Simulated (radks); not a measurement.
Species: Ti4+. Configuration: [Ar] (the NIST ground configuration).

Method: scalar-relativistic Kohn-Sham, revPBE, spin-polarised, spherical densities, finite nucleus; Fermi nuclear charge, rms radius 3.5921 fm; computed with a radial shooting solver on a logarithmic mesh with Libxc functionals.

Energy parts (hartree):
part                       energy
total                  -850.35331
kinetic                 857.64196
electron-nucleus      -1985.86457
Hartree                 318.49002
exchange-correlation    -40.62073

Orbitals (lengths in bohr, moments of r in powers of bohr):
orbital  occ.  eigenvalue (hartree)  <1/r>
1s          2             -180.9342  21.81
2s          2             -21.77899  4.550
2p          6             -18.36299  4.450
3s          2              -4.18824  1.442
3p          6              -3.28522  1.329

The highest occupied level is 3p at -89.396 eV. The electron density at the nucleus is 8550 e/bohr^3 (large components only). For comparison, the ionisation energy in NIST's Atomic Spectra Database is 99.30 eV (measured). In exact Kohn-Sham theory the highest level is minus the ionisation energy, but local and semilocal functionals leave it too shallow, through self-interaction and a potential that decays too fast; potentials with the right tail come closer. The density falls to 0.001 e/bohr^3 at r = 2.52 bohr.
